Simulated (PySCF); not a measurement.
Simulation results for AlBH5N2, BFH4NSi, BH4NSi

Calculation on a computer-drawn molecule: the log of a Hartree-Fock and frozen-core CCSD(T) single point meant for a local Hartree-Fock minimum, with one planted fault or none, to be diagnosed. Offsets are logged minus clean, where the clean run is the same molecule without the fault. The reference is restricted for singlets and unrestricted otherwise, and also for a bond in bohr or an excited solution. Adding or removing an electron swaps singlet and doublet. The excited solution moves the top pair (singlet) or top alpha electron (doublet) to the lowest empty orbital. Highest occupied and lowest empty are orbital energies over both spins, largest force is the largest gradient component, triples share is (T) over the correlation energy, the T1 limit is 0.02 restricted and 0.045 unrestricted, electrons count all cores, a negative frequency is imaginary (commonest isotopes), and the dipole is about the centre of nuclear charge. Program: PySCF 2.14.0.

Common to all runs: meant basis cc-pV(D+d)Z; logged SCF converged yes; logged CC converged yes; logged SCF stable within its kind yes; possible faults no fault, one electron removed, one electron added, multiplicity raised by two, geometry at a saddle point, SCF held on an excited solution, minimal basis STO-3G, one bond length entered in bohr, all coordinates scaled.

(1) AlBH5N2

Logged structure:
```xyz
9
AlBH5N2
N     -0.4754    -2.5068     0.2927
B     -0.4012    -1.1365     0.6080
N     -0.4435    -0.0952    -0.3763
Al    -0.3582     1.6755    -0.1036
H     -0.4454    -3.2166     0.9920
H     -0.5646    -2.8620    -0.6364
H     -0.2963    -0.8346     1.7717
H     -0.5318    -0.4157    -1.3269
H     -0.4323     2.5784    -1.4173
```

| Property | Result |
| --- | --- |
| meant charge | 0 |
| meant multiplicity | 2 |
| logged electrons | 38 |
| logged basis functions | 90 |
| logged spin squared | 0 |
| logged highest occupied | 0.075254 eV |
| logged lowest empty | 7.1585 eV |
| logged largest force | 0.052962 hartree/bohr |
| logged T1 diagnostic | 0.014912 |
| logged D1 diagnostic | 0.044627 |
| logged triples share | 0.028193 |
| logged dipole magnitude | 10.93 debye |
| logged energy HF | -378.47505 hartree |
| logged energy CCSD(T) | -379.03095 hartree |
| planted fault | one electron added |
| HF energy offset from clean run | 19.1 kcal/mol |
| CCSD(T) energy offset from clean run | -1.271 kcal/mol |

Drawn bonds:
```
atom  other atom  order
   1           2      1
   2           3      1
   3           4      1
   1           5      1
   1           6      1
   2           7      1
   3           8      1
   4           9      1
```

Notes: highest electron not bound in this basis.

(2) AlBH5N2

Structure as in entry 1.

| Quantity | Value |
| --- | --- |
| meant charge | 0 |
| meant multiplicity | 2 |
| logged electrons | 37 |
| logged basis functions | 90 |
| logged spin squared | 0.7544 |
| logged highest occupied | -8.0782 eV |
| logged lowest empty | 1.4789 eV |
| logged largest force | 3.162e-05 hartree/bohr |
| logged lowest frequency | 119.69 cm⁻¹ |
| logged T1 diagnostic | 0.015107 |
| logged D1 diagnostic | 0.043355 |
| logged triples share | 0.027523 |
| logged dipole magnitude | 1.7288 debye |
| logged energy HF | -378.50549 hartree |
| logged energy CCSD(T) | -379.02892 hartree |
| planted fault | no fault |
| HF energy offset from clean run | 0 kcal/mol |
| CCSD(T) energy offset from clean run | 0 kcal/mol |

Drawn bonds:
```
atom  other atom  order
   1           2      1
   2           3      1
   3           4      1
   1           5      1
   1           6      1
   2           7      1
   3           8      1
   4           9      1
```

(3) BFH4NSi

Logged structure:
```xyz
8
BFH4NSi
N     -0.1931     2.3204     0.6899
B      0.6960     1.3019     0.8552
Si     0.2436    -0.2019     2.1914
F      1.2879    -1.3566     2.3639
H     -0.0003     3.0676     0.0458
H     -1.0726     2.4324     1.1552
H      1.7350     1.1855     0.2942
H     -0.9087    -0.4378     3.0639
```

| Item | Value |
| --- | --- |
| meant charge | 1 |
| meant multiplicity | 1 |
| logged electrons | 37 |
| logged basis functions | 85 |
| logged spin squared | 0.7966 |
| logged highest occupied | -23.801 eV |
| logged lowest empty | -15.512 eV |
| logged largest force | 0.090417 hartree/bohr |
| logged T1 diagnostic | 0.025807 |
| logged D1 diagnostic | 0.091472 |
| logged triples share | 0.029804 |
| logged dipole magnitude | 5.7093 debye |
| logged energy HF | -469.0395 hartree |
| logged energy CCSD(T) | -469.59673 hartree |
| planted fault | one electron removed |
| HF energy offset from clean run | 382.6 kcal/mol |
| CCSD(T) energy offset from clean run | 389.3 kcal/mol |

Drawn bonds:
```
atom  other atom  order
   1           2      1
   2           3      1
   3           4      1
   1           5      1
   1           6      1
   2           7      1
   3           8      1
```

(4) BH4NSi

Logged structure:
```xyz
7
BH4NSi
N     -0.0991     0.9122    -0.3453
B      0.7344    -0.1070     0.1087
Si     0.2046    -1.9831     0.7466
H     -1.0891     0.8284    -0.4440
H      0.2471     1.8082    -0.6218
H      1.9166     0.1484     0.1854
H      0.5611    -2.6392    -0.5771
```

| Property | Result |
| --- | --- |
| meant charge | 0 |
| meant multiplicity | 1 |
| logged electrons | 30 |
| logged basis functions | 71 |
| logged spin squared | 0 |
| logged highest occupied | -8.1922 eV |
| logged lowest empty | 0.72181 eV |
| logged largest force | 3.203e-05 hartree/bohr |
| logged lowest frequency | 214.6 cm⁻¹ |
| logged T1 diagnostic | 0.016284 |
| logged D1 diagnostic | 0.048723 |
| logged triples share | 0.028302 |
| logged dipole magnitude | 2.5964 debye |
| logged energy HF | -370.36686 hartree |
| logged energy CCSD(T) | -370.76025 hartree |
| planted fault | no fault |
| HF energy offset from clean run | 0 kcal/mol |
| CCSD(T) energy offset from clean run | 0 kcal/mol |

Drawn bonds:
```
atom  other atom  order
   1           2      1
   2           3      1
   1           4      1
   1           5      1
   2           6      1
   3           7      1
```
